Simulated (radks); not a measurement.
Results of a calculation; reference values are marked as such.
All-electron atom: Sb47+ in [He] 2s2. Code: a radial shooting solver on a logarithmic mesh with Libxc functionals. Model: Dirac Kohn-Sham, PBEsol, spin-unpolarised, spherical densities, finite nucleus; Fermi nuclear charge, rms radius 4.6802 fm.

Radial electron density D(r) = 4 pi r^2 rho(r):

| r (bohr) | D(r) (e/bohr) |
|---|---|
| 0.001188 | 2.276 |
| 0.001308 | 2.687 |
| 0.00144 | 3.168 |
| 0.001572 | 3.680 |
| 0.001731 | 4.327 |
| 0.001905 | 5.080 |
| 0.002097 | 5.952 |
| 0.002309 | 6.961 |
| 0.002541 | 8.123 |
| 0.002797 | 9.455 |
| 0.003079 | 10.98 |
| 0.003389 | 12.71 |
| 0.003701 | 14.49 |
| 0.004074 | 16.66 |
| 0.004485 | 19.09 |
| 0.004936 | 21.77 |
| 0.005434 | 24.72 |
| 0.005981 | 27.92 |
| 0.006584 | 31.35 |
| 0.007247 | 34.98 |
| 0.007978 | 38.76 |
| 0.008711 | 42.30 |
| 0.009589 | 46.14 |
| 0.01056 | 49.87 |
| 0.01162 | 53.35 |
| 0.01279 | 56.42 |
| 0.01408 | 58.92 |
| 0.0155 | 60.68 |
| 0.01706 | 61.53 |
| 0.01878 | 61.34 |
| 0.0205 | 60.17 |
| 0.02257 | 57.76 |
| 0.02484 | 54.21 |
| 0.02735 | 49.66 |
| 0.0301 | 44.31 |
| 0.03314 | 38.51 |
| 0.03648 | 32.62 |
| 0.04015 | 27.09 |
| 0.0442 | 22.31 |
| 0.04826 | 18.89 |
| 0.05312 | 16.40 |
| 0.05848 | 15.26 |
| 0.06437 | 15.33 |
| 0.07085 | 16.29 |
| 0.07799 | 17.67 |
| 0.08585 | 18.95 |
| 0.0945 | 19.67 |
| 0.104 | 19.49 |
| 0.1136 | 18.40 |
| 0.125 | 16.29 |
| 0.1376 | 13.50 |
| 0.1515 | 10.41 |
| 0.1668 | 7.438 |
| 0.1836 | 4.891 |
| 0.2021 | 2.941 |
| 0.2224 | 1.604 |
| 0.2448 | 0.7873 |
| 0.2674 | 0.3704 |
| 0.2943 | 0.1442 |
| 0.324 | 0.04892 |
| 0.3566 | 0.01427 |
| 0.3925 | 0.003531 |

D(r) has 2 maxima, at r = 0.0176, 0.0976 bohr, and minima at 0.0609 bohr, inside which lie 2.09 electrons.
